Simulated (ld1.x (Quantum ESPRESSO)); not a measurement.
# Building the ultrasoft potential for Te (PBE, fully relativistic).

| Item | Value |
| --- | --- |
| Element | tellurium (Te) |
| Generator | ld1.x (Quantum ESPRESSO) 7.5 |
| Type | ultrasoft |
| Functional | PBE |
| Relativity | fully relativistic |
| Frozen core | [Kr] 4d10 |
| Valence charge | 6 |
| Reference configuration | 5s2 5p4 |
| Partial waves | 5s (bound): rcut 1.25, rcutus 1.70 bohr; 5s channel at 3.95 Ry: rcut 1.25, rcutus 1.70 bohr; 5p (bound): rcut 1.65, rcutus 2.00 bohr; 5p channel at 2.15 Ry: rcut 1.65, rcutus 2.00 bohr; 5d channel at 0.15 Ry: rcut 1.55, rcutus 1.80 bohr; 5d channel at 2.1 Ry: rcut 1.55, rcutus 1.80 bohr |
| Local potential | all-electron potential smoothed inside 1.50 bohr (lloc = -1) |
| Core correction | Bessel-smoothed model core, default radius (core density twice the valence density) |
| Augmentation charge | built from norm-conserving waves at rcut, not smoothed further |

Open shells are filled in proportion to 2j + 1 (rel_dist='average').

All-electron outer shells of the reference configuration (PBE, scalar-relativistic, ld1.x):

```
shell  level (eV)  outermost node (bohr)  outermost maximum (bohr)
   4p     -114.41                   0.38                      0.74
   4d      -41.65                   0.36                      0.81
   5s      -15.11                   0.91                      1.80
   5p       -5.95                   1.00                      2.17
```

(1) Does the potential have ghost states?

(2) Is the overlap operator S = 1 + Σ q|β⟩⟨β| positive definite (Bessel basis up to 400 Ry)?

(3) Tests: 5s2 5p3; 5s2 5p2; 5s2 5p1; 5s2 5p4.3; 5s2 5p3.5; 5s2 5p0; 5s1 5p4. Which has the largest error in its energy relative to the reference configuration, and how large is it?

Answers

(1) Ghost states, extra bound levels that the all-electron valence spectrum of the same l lacks: s at -48.8 eV, d3/2 at -17.8 eV (d5/2 not tested). A true bound ghost makes a file unfit for plane-wave use.

(2) No: its lowest eigenvalue is -0.024, in the d5/2 channel, so the generalised eigenproblem breaks down once the basis is large enough.

(3) 5s2 5p0, with -264 meV (all-electron minus pseudo) on +91.14 eV.

Its overlap operator is not positive definite in a basis up to 400 Ry (lowest eigenvalue d5/2 -0.02), so the file is unfit for use: the generalised eigenproblem breaks down once the basis is large enough, and its test numbers describe a broken file.
